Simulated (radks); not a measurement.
Excited configurations of Sb+: one electron is placed in a higher orbital outside [Kr] 4d10 5s2 5p1. The ground configuration is [Kr] 4d10 5s2 5p2. Calculated with a radial shooting solver on a logarithmic mesh with Libxc functionals: scalar-relativistic Kohn-Sham, PBEsol, spin-polarised, spherical densities, finite nucleus; open shells are filled with parallel spins first (spin-orbit coupling, left out, can overturn this in heavy ions); Fermi nuclear charge, rms radius 4.6802 fm. Excitation = E - E(ground); binding = E(ion) - E, where the ion is the core of charge +2; n* = 2/sqrt(2 binding) in atomic units, and the quantum defect is n - n*.

| outer orbital | excitation (eV) | binding (eV) | quantum defect | eigenvalue (eV) |
|---|---|---|---|---|
| 4f | 12.842 | 3.724 | 0.177 | -2.598 |
| 5f | 13.969 | 2.597 | 0.422 | -1.921 |
| 6s | 8.293 | 8.272 | 3.435 | -6.569 |
| 6d | 12.509 | 4.057 | 2.337 | -3.128 |
| 6f | 14.703 | 1.863 | 0.595 | -1.451 |
| 7p | 12.918 | 3.648 | 3.137 | -2.893 |
| 7f | 15.181 | 1.385 | 0.731 | -1.110 |

The Delta-SCF ionisation energy is 16.566 eV (NIST Atomic Spectra Database: 16.63 eV, measured). Self-interaction in the functional shifts the binding energies and quantum defects, so they are the method's values and not measured ones. Open shells are spherical and high-spin; term and fine-structure splittings are not resolved. Spin-orbit splitting is averaged out at the scalar-relativistic level.
